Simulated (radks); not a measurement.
The numbers below are computed, except where a source is named.
Task: The mean radii <r> (bohr) of the occupied orbitals of an atom or ion are listed with their occupations. Level of theory: Dirac Kohn-Sham, PBEsol, spin-unpolarised, spherical densities, point nucleus (a radial shooting solver on a logarithmic mesh with Libxc functionals).

orbital  occ.      <r>
1s1/2       2  0.01932
2s1/2       2  0.08125
2p1/2       2  0.06742
2p3/2       4  0.07503
3s1/2       2   0.2122
3p1/2       2   0.2021
3p3/2       4   0.2163
3d3/2       4   0.1899
3d5/2       6   0.1943
4s1/2       2   0.4780
4p1/2       2   0.4851
4p3/2       4   0.5179
4d3/2       4   0.5412
4d5/2       6   0.5527
5s1/2       2    1.166
5p1/2       2    1.298
5p3/2       4    1.401
4f5/2       6   0.7091
4f7/2       8   0.7233

Name the element and its charge. Open shells, if any, fill j = l - 1/2 first.

Result: Z = 71, lutetium, charge +3: Lu3+ in [Xe] 4f14. The 1s radius gives Z: for a bare nucleus <r> = (2 gamma + 1)/(2Z) with gamma = sqrt(1 - (Z/c)^2), 0.01909 bohr for Z = 71, and screening makes it slightly larger (0.01932 here). The occupations add up to 68, and the charge is Z minus that.
